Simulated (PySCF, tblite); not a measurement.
C₃H₂O₄.
Numbering: `[O:1]=[c:2]1[o:3][cH:4][c:5]([OH:6])[o:7]1` (hydrogens: H8 on C4; H9 on O6)

Computed with GFN2-xTB (tblite), gas phase: Langevin dynamics at 300 K from the optimised GFN2-xTB geometry, time step 0.5 fs, friction 0.01 fs⁻¹, 2000 steps. Over the second half of the run the saved frames average 269 K.

Frame at 250 fs, instantaneous temperature 276 K:
```
atom  x, y, z in Å
O1      2.731   -0.909    0.278
C2      1.617   -0.583    0.050
O3      1.183    0.715   -0.103
C4     -0.219    0.638   -0.192
C5     -0.583   -0.662   -0.141
O6     -1.766   -1.281   -0.115
O7      0.569   -1.415   -0.112
H8     -0.868    1.427    0.011
H9     -1.697   -2.217   -0.289
```

Frame at 425 fs, instantaneous temperature 378 K:
```
atom  x, y, z in Å
O1      2.809   -1.210   -0.390
C2      1.682   -0.842   -0.332
O3      1.268    0.444   -0.500
C4     -0.078    0.428   -0.245
C5     -0.493   -0.807    0.057
O6     -1.666   -1.431    0.319
O7      0.663   -1.637    0.065
H8     -0.668    1.296   -0.431
H9     -1.489   -2.368    0.291
```

Frame at 625 fs, instantaneous temperature 260 K:
```
atom  x, y, z in Å
O1      2.633   -0.882   -0.420
C2      1.478   -0.691   -0.314
O3      0.784    0.360   -0.812
C4     -0.464    0.338   -0.264
C5     -0.577   -0.689    0.517
O6     -1.614   -1.209    1.200
O7      0.585   -1.401    0.483
H8     -1.051    1.174   -0.576
H9     -1.288   -2.002    1.663
```

Frame at 800 fs, instantaneous temperature 372 K:
```
atom  x, y, z in Å
O1      2.348   -0.392   -0.622
C2      1.247   -0.258   -0.215
O3      0.410    0.753   -0.556
C4     -0.818    0.495    0.089
C5     -0.654   -0.605    0.843
O6     -1.401   -1.242    1.728
O7      0.600   -1.064    0.636
H8     -1.627    1.072   -0.286
H9     -0.888   -1.926    2.141
```

Frame at 1000 fs, instantaneous temperature 205 K:
```
atom  x, y, z in Å
O1      2.229    0.251   -0.414
C2      1.101    0.192   -0.152
O3      0.079    0.997   -0.641
C4     -1.132    0.465   -0.207
C5     -0.851   -0.600    0.585
O6     -1.595   -1.499    1.258
O7      0.516   -0.656    0.686
H8     -2.014    0.822   -0.690
H9     -1.576   -1.464    2.177
```

**Question.** What do single points at PBE0/def2-SVPD (PySCF, gas phase, TDDFT, vertical, frozen core in the response) give on these frames?

**Answer.** 
```json
{"t (fs)": "250", "GFN2-xTB E above start (eV)": "0.04", "DFT E above lowest frame (eV)": "0.10", "HOMO (eV)": "-7.05", "LUMO (eV)": "-0.19", "dipole (D)": "4.04", "S1 (eV)": "5.66", "f(S1)": "0.003"}
{"t (fs)": "425", "GFN2-xTB E above start (eV)": "-0.02", "DFT E above lowest frame (eV)": "0.06", "HOMO (eV)": "-7.18", "LUMO (eV)": "-0.13", "dipole (D)": "3.81", "S1 (eV)": "5.81", "f(S1)": "0.002"}
{"t (fs)": "625", "GFN2-xTB E above start (eV)": "-0.01", "DFT E above lowest frame (eV)": "0.04", "HOMO (eV)": "-7.06", "LUMO (eV)": "-0.13", "dipole (D)": "3.37", "S1 (eV)": "5.71", "f(S1)": "0.003"}
{"t (fs)": "800", "GFN2-xTB E above start (eV)": "-0.04", "DFT E above lowest frame (eV)": "0.00", "HOMO (eV)": "-7.01", "LUMO (eV)": "-0.16", "dipole (D)": "3.92", "S1 (eV)": "5.66", "f(S1)": "0.004"}
{"t (fs)": "1000", "GFN2-xTB E above start (eV)": "0.24", "DFT E above lowest frame (eV)": "0.18", "HOMO (eV)": "-7.25", "LUMO (eV)": "-0.34", "dipole (D)": "4.32", "S1 (eV)": "5.88", "f(S1)": "0.021"}
```

The two levels order the frames alike by energy but for pairs within 0.08 eV at one level; measured from each level's lowest frame they differ by 0.10 eV at most. The HOMO–LUMO gap runs from 6.85 to 7.05 eV. These are instantaneous structures, not minima.

What follows is the cost of the whole dynamics run. On one thread of an Intel Xeon at 2.60 GHz, shared host, this took 7.3 s of wall time and 0.18 GiB of memory at its peak.
